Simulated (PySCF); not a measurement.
Isomers of C6H12ClNSi, mass 161.043 u with the commonest isotopes. Computed with PBE0/pcSseg-1 in PySCF (dipole) on a GFN2-xTB geometry, gas phase. One conformer each, none proved a minimum here; rigid rotors.

Task: Order these by out-of-plane moment Σ m c² = (Ia + Ib − Ic)/2, largest first.
A. `[CH3:1][CH2:2][Si:3]([C:4]#[N:5])([CH2:6][CH3:7])[CH2:8][Cl:9]` with C1–C2–Si3–C4 62°, C2–Si3–C6–C7 -59°, C2–Si3–C8–Cl9 -61°
B. `[CH2:1]=[C:2]([Cl:3])[Si@@H:4]1[CH2:5][C@@H:6]1[N:7]([CH3:8])[CH3:9]` with C1–C2–Si4–C5 -158°, C5–C6–N7–C8 76°
C. `[CH3:1][CH:2]([CH3:3])[CH2:4][Si@@H:5]([Cl:6])[CH2:7][C:8]#[N:9]` with C1–C2–C4–Si5 62°, C2–C4–Si5–Cl6 52°, C4–Si5–C7–C8 59°
D. `[CH3:1][C@:2]1([CH2:3][NH2:4])[CH:5]=[C:6]([Cl:7])[CH2:8][SiH2:9]1` with C1–C2–C3–N4 59°, C2–C3–N4–H 62° and 180°

Result: A (162.47 u·Å²), B (99.27 u·Å²), D (71.47 u·Å²), C (61.40 u·Å²).

Task: Order these by rotational constant C, smallest first.
A. `[CH3:1][CH:2]([CH3:3])[CH2:4][Si@@H:5]([Cl:6])[CH2:7][C:8]#[N:9]` with C1–C2–C4–Si5 62°, C2–C4–Si5–Cl6 52°, C4–Si5–C7–C8 59°
B. `[CH3:1][CH2:2][Si:3]([C:4]#[N:5])([CH2:6][CH3:7])[CH2:8][Cl:9]` with C1–C2–Si3–C4 62°, C2–Si3–C6–C7 -59°, C2–Si3–C8–Cl9 -61°
C. `[CH3:1][C@:2]1([CH2:3][NH2:4])[CH:5]=[C:6]([Cl:7])[CH2:8][SiH2:9]1` with C1–C2–C3–N4 59°, C2–C3–N4–H 62° and 180°
D. `[CH2:1]=[C:2]([Cl:3])[Si@@H:4]1[CH2:5][C@@H:6]1[N:7]([CH3:8])[CH3:9]` with C1–C2–Si4–C5 -158°, C5–C6–N7–C8 76°

Result: A (527.4 MHz), C (607.9 MHz), B (683.3 MHz), D (723.9 MHz).

Task: Order these by dipole moment, largest first.
A. `[CH2:1]=[C:2]([Cl:3])[Si@@H:4]1[CH2:5][C@@H:6]1[N:7]([CH3:8])[CH3:9]` with C1–C2–Si4–C5 -158°, C5–C6–N7–C8 76°
B. `[CH3:1][CH:2]([CH3:3])[CH2:4][Si@@H:5]([Cl:6])[CH2:7][C:8]#[N:9]` with C1–C2–C4–Si5 62°, C2–C4–Si5–Cl6 52°, C4–Si5–C7–C8 59°
C. `[CH3:1][C@:2]1([CH2:3][NH2:4])[CH:5]=[C:6]([Cl:7])[CH2:8][SiH2:9]1` with C1–C2–C3–N4 59°, C2–C3–N4–H 62° and 180°
D. `[CH3:1][CH2:2][Si:3]([C:4]#[N:5])([CH2:6][CH3:7])[CH2:8][Cl:9]` with C1–C2–Si3–C4 62°, C2–Si3–C6–C7 -59°, C2–Si3–C8–Cl9 -61°

Result: B (2.75 D), D (2.43 D), C (2.04 D), A (1.42 D).

| SMILES | point group | Ia (u·Å²) | Ib (u·Å²) | Ic (u·Å²) | κ | μa (D) | μb (D) | μc (D) |
| --- | --- | --- | --- | --- | --- | --- | --- | --- |
| CC[Si](C#N)(CC)CCl | C1 | 426.67 | 637.86 | 739.59 | -0.57 | 1.22 | 1.15 | 1.76 |
| C[C@]1(CN)C=C(Cl)C[SiH2]1 | C1 | 236.80 | 737.43 | 831.29 | -0.90 | 1.61 | 0.79 | 0.97 |
| C=C(Cl)[Si@@H]1C[C@@H]1N(C)C | C1 | 301.20 | 595.45 | 698.10 | -0.74 | 0.10 | 1.08 | 0.91 |
| CC(C)C[Si@@H](Cl)CC#N | C1 | 410.08 | 671.01 | 958.29 | -0.36 | 1.94 | 1.82 | 0.68 |
